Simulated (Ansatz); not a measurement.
The cluster B3P2. The state is a doublet with charge 0. Geometry PBE-D4/def2-SVP.

```xyz
5

B     1.298    0.069   -0.353
B     0.198   -1.103   -0.247
B     0.186    1.124    0.143
P    -0.531   -0.236    1.332
P    -1.151    0.147   -0.875
```

Another isomer (doublet) lies 2.02 eV lower at PBE0-D4/def2-TZVP; other spin states weren't run for this one.

Q: Estimate the α-spin orbital energies around the gap (eV) in Ansatz with PBE-D4/def2-TZVP, BLYP-D4/def2-TZVP, r2SCAN-D4/def2-TZVP, PBE0-D4/def2-TZVP.

A: 
```
orbital  PBE-D4/def2-TZVP  BLYP-D4/def2-TZVP  r2SCAN-D4/def2-TZVP  PBE0-D4/def2-TZVP
 HOMO−9            -19.30             -18.97               -20.23             -21.64
 HOMO−8            -13.51             -13.29               -14.01             -15.27
 HOMO−7            -12.78             -12.51               -13.38             -14.59
 HOMO−6            -11.48             -11.19               -12.13             -13.23
 HOMO−5             -8.48              -8.23                -8.78              -9.59
 HOMO−4             -7.39              -7.19                -7.67              -8.61
 HOMO−3             -7.19              -6.93                -7.40              -8.18
 HOMO−2             -6.79              -6.55                -7.01              -7.82
 HOMO−1             -6.64              -6.35                -7.00              -7.54
   HOMO             -6.32              -6.07                -6.54              -7.20
   LUMO             -3.50              -3.36                -3.33              -2.67
 LUMO+1             -3.19              -2.98                -3.19              -2.45
 LUMO+2             -2.34              -2.18                -2.17              -1.49
 LUMO+3             -1.77              -1.59                -1.47              -0.88
 LUMO+4             -0.22              -0.07                 0.16               0.67
 LUMO+5              0.11               0.31                 0.41               1.07
 β HOMO             -6.45              -6.21                -6.68              -7.32
 β LUMO             -4.91              -4.84                -4.45              -3.99
```
